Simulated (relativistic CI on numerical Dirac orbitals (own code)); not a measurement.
# Se XXXIV: sensitivity of the levels to the model

Base calculation: Dirac-Coulomb-Breit CI, orbitals from a KLI potential per configuration, a model potential for QED.

Configurations in the expansion: 1s, 2s, 2p, 3s, 3p, 3d, 4s, 4p, 4d, 4f, 5s, 5p, 5d, 5f, 5g, 6s, 6p, 6d. Levels of other configurations are missing.

The lowest level and the first level of each name with at least 55 % of one term (blank where a level has no safe partner in the second run):

| Level | Base (eV) | Shift (eV) |
| --- | --- | --- |
| 1s 2S_1/2 | 0.0 | 0.0 |
| 2p 2P°_1/2 | 11957.9 | -162.0 |
| 2s 2S_1/2 | 11959.3 | -163.4 |
| 2p 2P°_3/2 | 12021.0 | -225.1 |
| 3p 2P°_1/2 | 14192.8 | -212.5 |
| 3s 2S_1/2 | 14193.3 | -212.9 |
| 3d 2D_3/2 | 14211.5 | -231.1 |
| 3p 2P°_3/2 | 14211.5 | -231.2 |
| 3d 2D_5/2 | 14217.6 | -237.2 |
| 4p 2P°_1/2 | 14972.5 | -227.6 |
| 4s 2S_1/2 | 14972.7 | -227.7 |
| 4d 2D_3/2 | 14980.3 | -235.4 |
| 4p 2P°_3/2 | 14980.4 | -235.4 |
| 4f 2F°_5/2 | 14982.9 | -238.0 |
| 4d 2D_5/2 | 14982.9 | -238.0 |
| 4f 2F°_7/2 | 14984.2 | -239.2 |
| 5p 2P°_1/2 | 15332.2 | -233.4 |
| 5s 2S_1/2 | 15332.3 | -233.5 |
| 5d 2D_3/2 | 15336.3 | -237.5 |
| 5p 2P°_3/2 | 15336.3 | -237.5 |
| 5f 2F°_5/2 | 15337.6 | -238.8 |
| 5d 2D_5/2 | 15337.6 | -238.8 |

One thing was changed in a second run, which moved the levels as shown. Which?
A. non-relativistic limit
B. QED terms removed
C. Breit term removed
D. configuration mixing switched off

A. Non-relativistic limit. Without relativity the fine structure collapses and s electrons lose their extra binding.
